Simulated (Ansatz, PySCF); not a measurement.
System: SnO3, charge 0, multiplicity 1. 
Structure (B3LYP-D3(BJ)/def2-TZVP (Ansatz, an electronic-structure program) minimum search):
```
Sn
O 1 1.8210
O 1 1.9568 2 155.68
O 3 1.6118 1 65.68 2 -180.00
```
Charge 0, spin multiplicity 1.

Total electronic energies in hartree. Cores are frozen in the correlated levels unless marked. No spin-orbit coupling. Frozen are the shells of the preceding noble gas and the d and f shells that filled before the atom's block. In def2 rows, elements after Kr have scalar-relativistic effective core potentials. STO-3G rows are all-electron and non-relativistic. CBS marks a two-point X^-3 extrapolation of the correlation energy; Hartree-Fock from the larger set. [CCSD(T)-MP2]/basis is that difference in the basis named.

The Hartree-Fock reference is unstable (checked in the largest basis), which strains HF and MP2. The T1 diagnostic of CCSD in the largest basis is 0.030, which is high, so the coupled-cluster rows are less sure than usual.

```json
[
 {"level": "r2SCAN-D4/def2-TZVPD", "program": "Ansatz + dftd4", "energy (Eh)": "-439.87954"},
 {"level": "PBE0/STO-3G", "program": "Ansatz", "energy (Eh)": "-6187.22865"},
 {"level": "PBE0/def2-TZVP", "program": "Ansatz", "energy (Eh)": "-439.65751"},
 {"level": "BHLYP/def2-TZVPD", "program": "Ansatz", "energy (Eh)": "(withheld)"},
 {"level": "r2SCAN0/def2-TZVPD", "program": "Ansatz", "energy (Eh)": "-439.78447"},
 {"level": "M06-2X/def2-TZVPD", "program": "PySCF", "energy (Eh)": "-439.73743"},
 {"level": "HSE06/def2-TZVPD", "program": "Ansatz", "energy (Eh)": "(withheld)"},
 {"level": "B2PLYP/def2-TZVPD", "program": "Ansatz", "energy (Eh)": "-439.49851"},
 {"level": "RI-MP2/CBS(def2-TZVPPD,def2-QZVPPD)+[CCSD(T)-MP2]/def2-TZVPPD", "program": "Ansatz", "energy (Eh)": "-438.7950"}
]
```

Task: Fill in the missing entries.

Result: 
- BHLYP/def2-TZVPD, energy (Eh): -439.68567
- HSE06/def2-TZVPD, energy (Eh): -439.64974
